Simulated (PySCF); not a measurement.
Computed structure and properties of [OsO3Cl]−

System: [OsO3Cl]− (triplet); start: displaced along the imaginary mode (C1). Method: PySCF 2.14.0, UKS B3LYP, Os def2-SVP with ECP60, O def2-SVP, Cl def2-SVP; non-relativistic Hamiltonian with scalar-relativistic core potentials where named; density fitting; no spin-orbit coupling.

Input of the relaxation:

```python
mol = gto.M(atom='''
Os     0.15698    -0.12675     0.11454
O      1.08922     1.01239     1.08958
O     -1.23763    -0.93671     0.93681
O      1.15094    -1.15120    -0.92140
Cl    -1.32032     1.18775    -1.13419''',
    basis={'Os': 'def2-SVP', 'O': 'def2-SVP', 'Cl': 'def2-SVP'},
    ecp={'Os': 'def2-SVP'},
    charge=-1, spin=2)
mf = dft.UKS(mol, xc='B3LYP')
mf.grids.atom_grid = (50, 194)
mf = mf.density_fit()  # fitting sets: Os def2-universal-JKFIT, O def2-universal-JKFIT, Cl def2-universal-JKFIT
mf.conv_tol = 1e-08; mf.max_cycle = 55
mf.kernel(dm0)  # dm0: converged density of the start geometry
# quasi-Newton relaxation in Cartesian coordinates to a largest gradient under 0.00045 Eh/bohr, steps kept in the point group
```

Run from Python with OMP_NUM_THREADS=2; the lines above give its settings. Where DIIS fails, smearing, a level shift and second-order steps follow.
It took 43 s on 2 threads of Arm Neoverse V1, with other jobs on the host, from the converged density of the start.

Course of the relaxation:

```
step  energy above end (eV)  largest force component within the symmetry (eV/Å)
   0                 0.0941                                               1.076
   1                 0.0605                                               0.314
   2                 0.0503                                               0.223
   3                 0.0310                                               0.631
   4                 0.0169                                               0.325
   5                 0.0050                                               0.108
   6                 0.0007                                               0.137
   7                 0.0002                                               0.036
   8                 0.0000                                               0.011
   9                 0.0000                                               0.005
```

Relaxed geometry (Cs):

```xyz
5

Os    0.1543   -0.1970    0.0544
O     0.9646    1.0719    0.9832
O    -1.1695   -0.9830    0.9255
O     1.2041   -1.2604   -0.8325
Cl   -1.3144    1.3540   -1.0452
```

```json
{"contact": "Os1–O2 (O)", "Å": "1.769"}
{"contact": "Os1–O3 (O)", "Å": "1.769"}
{"contact": "Os1–O4 (O)", "Å": "1.738"}
{"contact": "Os1–Cl5 (Cl)", "Å": "2.402"}
```

On the finer grid (75, 302):

```yaml
HOMO: -0.88 eV
LUMO: 1.95 eV
Dipole_about_the_centre_of_mass: 1.02 D
Spin_squared: 2.009
Set_of_Mulliken_populations_of_Os1_outside_the_core_potential: s 2.57, p 6.56, d 5.95, f 0.13
D3_BJ_dispersion_energy_not_in_the_energies: -0.259 eV
```

```json
{"atom": "Os1", "Mulliken (e)": "0.79", "Löwdin (e)": "-0.10", "spin (e)": "1.03"}
{"atom": "O2", "Mulliken (e)": "-0.46", "Löwdin (e)": "-0.26", "spin (e)": "0.41"}
{"atom": "O3", "Mulliken (e)": "-0.46", "Löwdin (e)": "-0.26", "spin (e)": "0.41"}
{"atom": "O4", "Mulliken (e)": "-0.49", "Löwdin (e)": "-0.26", "spin (e)": "0.07"}
{"atom": "Cl5", "Mulliken (e)": "-0.38", "Löwdin (e)": "-0.12", "spin (e)": "0.07"}
```

On the grid (50, 194), as all that follows. Harmonic modes: a minimum; lowest 146 cm⁻¹ (negative: unstable), highest 922 cm⁻¹, zero-point energy 0.249 eV.

Rigid scan of O along the line from its metal:

(distance to O2 (Å), energy (eV)): (1.47, 3.330), (1.57, 1.219), (1.67, 0.251), (1.77, 0.000), (1.87, 0.174), (1.97, 0.582), (2.07, 1.097), (2.22, 1.895)

Taking off one Cl (charge -1, singlet; the rest: triplet) in vacuum, both parts rigid, costs 3.80 eV; the small basis without counterpoise inflates it.

Rigid scan of Cl along the line from its metal:

distance to Cl5 (Å), energy (eV) and a bar:
```
     2.10      0.692 ##############
     2.20      0.256 #####
     2.30      0.053 #
     2.40      0.000 
     2.50      0.037 #
     2.60      0.125 ##
     2.80      0.364 #######
     3.10      0.745 ###############
     3.50      1.162 #######################
     4.00      1.509 ##############################
```

One start shape was tried, so this needn't be the lowest isomer.

Open shells may have lower solutions than the one found.
